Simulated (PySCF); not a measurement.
Polarisability and C₆ of Hf²⁺ (hafnium, charge +2)

[Xe] 4f14 5d2, high-spin 3F determinant. Calculation: PySCF 2.14, in ANO-RCC-VTZP (8s7p5d3f2g1h, 104 functions); scalar relativity by spin-free X2C-1e. Coupled (time-dependent) response in atomic units; α is the mean over directions. The basis has no added diffuse functions, which lowers α and C₆.

```tsv
method	mean α (bohr³)	C₆ (like pair)	S(−4)
UHF	12.12	60.38	148.8
```

S(−4) is the Cauchy moment in α(ω) = α(0) + S(−4) ω² + …

Spin-orbit coupling is absent.

α(iu) at UHF:

| u (hartree) | α(iu) (bohr³) |
| --- | --- |
| 0 | 12.12 |
| 0.0500 | 11.77 |
| 0.100 | 10.89 |
| 0.200 | 8.864 |
| 0.300 | 7.391 |
| 0.500 | 5.768 |
| 0.750 | 4.657 |
| 1.00 | 3.875 |
| 1.50 | 2.770 |
| 2.00 | 2.056 |
| 3.00 | 1.263 |
| 5.00 | 0.6372 |

For an ion, C₆ is the dispersion term alone; charge-induced terms of lower order in 1/R come first.

Spin-orbit coupling, absent here, splits the open shell strongly.
